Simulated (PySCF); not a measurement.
**Broadened absorption spectrum of C6H9F2N**

Compound: C₆H₉F₂N.
Atom-mapped SMILES: `[CH2:1]=[CH:2][C@@H:3]1[CH2:4][NH:5][C@@H:6]1[CH:7]([F:8])[F:9]` (hydrogens: H10, H11 on C1; H12 on C2; H13 on C3; H14, H15 on C4; H16 on N5; H17 on C6; H18 on C7)

Theory: TDDFT B3LYP/def2-SVPD, vertical, gas phase, core orbitals frozen in the response in PySCF. Geometry: PBE0-D3(BJ)/def2-SVP, one conformer, isolated molecule. Torsions of this conformer, `[CH2:1]=[CH:2][C@@H:3]1[CH2:4][NH:5][C@@H:6]1[CH:7]([F:8])[F:9]`: C1–C2–C3–C4 -133°, N5–C6–C7–F8 69°.

Each state is given a Gaussian of 0.4 eV full width at half maximum, with ε(max) = 2.175×10⁸ f / Δν̃ (Δν̃ the width in cm⁻¹). The width is an assumption, not a result. The curve ends short of the highest state used, and states not computed would add to its high-energy end.

| λ (nm) | ε (L mol⁻¹ cm⁻¹) |
| --- | --- |
| 193.9 | 584 |
| 196.1 | 689 |
| 198.2 | 762 |
| 200.4 | 746 |
| 202.6 | 635 |
| 204.8 | 470 |
| 207.0 | 305 |
| 209.2 | 176 |
| 211.4 | 94 |
| 213.5 | 54 |
| 215.7 | 42 |
| 217.9 | 52 |
| 220.1 | 76 |
| 222.3 | 107 |
| 224.5 | 137 |
| 226.7 | 157 |
| 228.9 | 164 |
| 231.0 | 157 |
| 233.2 | 137 |
| 235.4 | 110 |
| 237.6 | 82 |
| 239.8 | 56 |
| 242.0 | 36 |
| 244.2 | 22 |
| 246.4 | 12 |
| 248.5 | 7 |
| 250.7 | 3 |
| 252.9 | 2 |
| 255.1 | 1 |
| 257.3 | 0 |

(1) Locate the maxima and give the states behind the curve.

(2) Coming from long wavelengths, where does ε first pass 100 L mol⁻¹ cm⁻¹?

(3) On this curve, what absorbance would a 10⁻³ mol/L sample give at 254 nm over a 1 cm path?

## Answers

(1) 229 nm (5.42 eV), ε about 160, made up of S1 (100%); 199 nm (6.23 eV), ε about 770, made up of S2 (89%) and S3 (11%) (ε in L mol⁻¹ cm⁻¹; maxima over ε = 5, shares over 10%). The states used: S1 5.42 eV (f 0.0024); S2 6.21 eV (f 0.010); S3 6.38 eV (f 0.0018); S4 6.80 eV (f 0.0080); S5 6.92 eV (f 0.019); S6 7.00 eV (f 0.277).

(2) At about 236 nm (5.25 eV), 0.17 eV below S1.

(3) 254 nm is 4.881 eV, where ε is about 1.1 L mol⁻¹ cm⁻¹, so A = ε c l ≈ 0.0011 (Beer–Lambert, with the gas-phase spectrum and the assumed width).

Time: 2.4 min (grids of density and orbitals included); peak memory 1.2 GiB. Hardware: AMD EPYC, one thread (shared host).
